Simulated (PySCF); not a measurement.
CH6NSi (calculated)

Computed with PySCF 2.14.0. Calculation on a computer-drawn molecule: optimised geometry and harmonic frequencies of an isolated molecule of the commonest isotopes, restricted reference for singlets and unrestricted otherwise, frozen core in MP2.

Entry: CH6NSi

Start structure:
```xyz
9
CH6NSi
N     -0.3460     0.1845     2.8889
C     -0.5098     1.3079     2.0579
Si     0.3626     1.4852     0.4813
H      0.5634    -0.2738     2.7682
H     -0.6661     0.3004     3.8007
H     -1.3370     1.9313     2.3086
H     -0.0152     0.5561    -0.6538
H      0.1832     2.8121    -0.0275
H      1.8855     1.2804     0.7329
```

* charge: 0
* multiplicity: 2
* method: HF
* basis: cc-pV(D+d)Z
* rotational constants: 33.63, 4.903, 4.52 GHz
* total energy: -384.7060 hartree
* spin squared: 0.7614
* convergence status largest gradient component: 4.406e-05 hartree/bohr

Drawn bonds:
```tsv
atom	other atom	order
1	2	1
2	3	1
1	4	1
1	5	1
2	6	1
3	7	1
3	8	1
3	9	1
```

Optimised structure:
```xyz
9
CH6NSi
N     -0.3133     0.1759     2.8815
C     -0.5157     1.2738     2.0411
Si     0.4024     1.4926     0.4482
H      0.6326    -0.1550     2.9202
H     -0.6761     0.2868     3.8096
H     -1.4335     1.8197     2.2371
H     -0.0940     0.6322    -0.6575
H      0.2843     2.9055     0.0180
H      1.8338     1.1527     0.6589
```

Modes:
```tsv
frequency (cm⁻¹)	reduced mass (dalton)
115.9	1.218
257.3	2.043
291.8	1.389
534.6	1.139
653.8	2.029
691.9	1.26
751.7	1.285
786.4	1.833
1009	1.057
1035	1.083
1046	1.045
1179	1.105
1322	2.896
1506	1.594
1785	1.125
2270	1.049
2287	1.039
2311	1.031
3303	1.087
3748	1.049
3847	1.098
```
